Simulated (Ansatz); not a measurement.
Consider the redistribution: `O[SiH](O)[NH][GeH3]` + `N[SiH](F)Cl` → `O[SiH](F)[NH][GeH3]` + `N[SiH](O)Cl`.

Computed with Ansatz on PBE0-D4/def2-TZVP structures; ΔE is electronic, products minus reactants. CBS: MP2 limit from def2 TZ/QZ plus the TZ coupled-cluster correction, frozen cores. DFT in def2-TZVPP. B3LYP here is the variant with VWN-RPA as its local correlation; programs differ in this. For Ge outer-core shells are correlated without core-valence functions, which leaves a few kJ/mol of doubt a bond. Scalar relativity is left out up to krypton. One conformer a species, not always the lowest.

```tsv
level	ΔE (kcal/mol)	difference from CCSD(T)/CBS
PBE-D4	-1.3	0.0
r2SCAN-D4	-1.3	0.0
PBE0-D4	-1.2	0.1
B3LYP-D4	-1.2	0.1
ωB97X-V	-1.2	0.1
ωB97M-V	-1.2	0.1
B2PLYP	-1.4	-0.1
PBE	-1.3	0.0
r2SCAN	-1.3	0.0
PBE0	-1.3	0.0
B3LYP	-1.4	-0.1
HF/def2-TZVPP	-1.4	-0.1
MP2/def2-TZVPP	-1.4	-0.1
SCS-MP2/def2-TZVPP	-1.4	-0.1
CCSD/def2-TZVPP	-1.3	0.0
CCSD(T)/def2-TZVPP	-1.3	0.0
HF/def2-QZVPP	-1.4	-0.1
MP2/def2-QZVPP	-1.4	-0.1
SCS-MP2/def2-QZVPP	-1.4	-0.1
HF/CBS(def2)	-1.4	-0.1
MP2/CBS(def2)	-1.4	-0.1
CCSD/CBS(def2)	-1.3	0.0
CCSD(T)/CBS	-1.3	0
```

Largest T1 diagnostic among the species: 0.012.
